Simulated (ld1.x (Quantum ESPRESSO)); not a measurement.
Configuration tests for Ru (Z = 44) (RRKJ)

| Quantity | Value |
| --- | --- |
| Element | ruthenium |
| Generator | ld1.x (Quantum ESPRESSO) 7.5 |
| Type | norm-conserving RRKJ (Kleinman–Bylander form) |
| Functional | PBEsol |
| Relativity | scalar-relativistic |
| Frozen core | [Kr] |
| Valence charge | 8 |
| Reference configuration | 4d7 5s0.5 5p0 (charge +0.5) |
| Partial waves | 5p (bound, empty): rc 2.95 bohr; 4d (bound): rc 1.65 bohr; 5s (bound): rc 2.35 bohr |
| Local potential | the s channel |
| Core correction | none |
| rho0 | 0.01 |

Energies are relative to the spin-unpolarised reference configuration 4d7 5s0.5 5p0; without spin polarisation the order of configurations can differ from experiment.

| valence configuration | charge | ΔE all-electron (eV) | error AE − PS (meV) |
| --- | --- | --- | --- |
| 4d7 5s1 5p0 | 0 | -2.875 | +0.2 |
| 4d7 5s0 5p0 | +1 | 4.424 | +0.2 |
| 4d6 5s0 5p0 | +2 | 22.609 | -80 |
| 4d6 5s1 5p1 | 0 | 2.805 | -134 |
| 4d5 5s0 5p0 | +3 | 53.218 | -457 |
| 4d4 5s0 5p0 | +4 | 97.707 | -1166 |

**Question.** What are ΔE and the potential's error for 4d8 5s0 5p0?

**Answer.** ΔE = -3.205 eV all-electron; the error (AE − PS) is -56 meV.

Levels in the configuration 4d7 5s1 5p0:

| level | all-electron (eV) | pseudo (eV) |
| --- | --- | --- |
| 4d | -5.217 | -5.231 |
| 5s | -4.268 | -4.266 |

ld1.x printed “convergence not achieved” for 2 of the counted tests; their residual had stalled under 1e-8, short of the target of 1e-14.
